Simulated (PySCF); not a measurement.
Compound: C₄H₁₀F₂Si₂ (charge +1 and doublet state).
Z-matrix (Å and degrees, GFN2-xTB geometry), rows numbered from 1:
```
C 
Si  1  1.8924
C   2  2.0237  1  100.86
C   3  1.2878  2  120.73  1   124.18
Si  4  2.0054  3  123.73  2   174.96
C   3  1.4954  2  111.28  1   -59.59
F   6  1.3457  3  111.19  2   -24.08
F   6  1.3529  3  110.09  2  -142.53
H   1  1.0886  2  112.09  3    69.80
H   1  1.0882  2  108.96  3  -171.58
H   1  1.0892  2  112.62  3   -52.71
H   2  1.4593  1  119.06  3  -109.95
H   2  1.4614  1  114.85  3   109.12
H   4  1.0737  3  125.38  2    -3.33
H   5  1.4598  4  104.14  3    44.02
H   5  1.4619  4   99.87  3   161.82
H   5  1.4573  4  101.47  3   -78.30
H   6  1.1036  3  112.35  2    97.05
```

The hyperfine couplings belong to this conformer and change with its torsions.

Identity: `C[SiH2][C+]([CH][SiH3])C(F)F` [radical] (charge +1).

Computed, not measured: PySCF, UKS B3LYP, pcH-1 on C F H Si, non-relativistic, mean-field spin-orbit, GIAO. Geometry: GFN2-xTB, one conformer, isolated ion. Couplings are sensitive to structure, and on GFN2-xTB geometries they can be far from those on DFT ones, by a factor of two or more for some ions and for spin on atoms past the first row. The SCF solution wasn't tested for stability.

**Question.** The isotropic 13C couplings are +42.1, -19.3, +12.9, -1.6 MHz. Assign them to C1; C3; C4; C6.

**Answer.** 
| site | a_iso (MHz) | ρ(0) (bohr⁻³) | position | distance from C3 (Å) | spin population | largest \|T\| (MHz) |
| --- | --- | --- | --- | --- | --- | --- |
| C1 | +12.9 | +0.0114 | 1 bond from Si2 | 3.02 | +0.05 | 13.4 |
| C3 | -1.6 | -0.0014 | largest spin population | 0.00 | +0.25 | 59.9 |
| C4 | -19.3 | -0.0171 | a main spin site | 1.29 | +0.20 | 49.7 |
| C6 | +42.1 | +0.0375 | 1 bond from C3 | 1.50 | +0.05 | 17.3 |

**Question.** The isotropic 29Si couplings are +16.2, -2.5 MHz. Assign them to Si2; Si5.

**Answer.** 
```csv
site,a_iso (MHz),ρ(0) (bohr⁻³),position,distance from C3 (Å),spin population,largest |T| (MHz)
Si2,+16.2,-0.0184,a main spin site,2.02,+0.15,55.3
Si5,-2.5,+0.0026,a main spin site,2.92,+0.15,52.6
```

ρ(0) is the spin density at the nucleus and T the dipolar tensor; a_iso includes a spin–orbit part; entries for several nuclei are means. The largest Mulliken spin populations are on C3 (+0.25), C4 (+0.20), Si5 (+0.15) and Si2 (+0.15). Main spin sites, with 60 % or more of the largest population: Si2, C3, C4, Si5; positions count bonds from the nearest.

Examples of negative spin density at the nucleus (bohr⁻³): Si2 (-0.0184), C4 (-0.0171) and C3 (-0.0014).

Nuclei that the bonding pattern makes equivalent are averaged, as if the motion that swaps them (rotation, inversion, ring flip) were fast. The three 1H nuclei of mean +18.1 MHz run from -3.8 to 59.6 MHz in the frozen geometry. The 1H value of +14.0 MHz is a mean of couplings from -3.4 to 31.4 MHz in this one geometry, not an average over conformers. The 19F value of +10.9 MHz is a mean of couplings from 0.6 to 21.3 MHz in this one geometry, not an average over conformers.

The SMILES `C[SiH2][C+]([CH][SiH3])C(F)F` draws the unpaired electron on C4, whose computed spin population is only +0.20.

Hardware: one thread of an Arm Neoverse V1, on a shared host. Cost: 2.3 min (grids of density and orbitals included), 1.1 GiB resident at most.
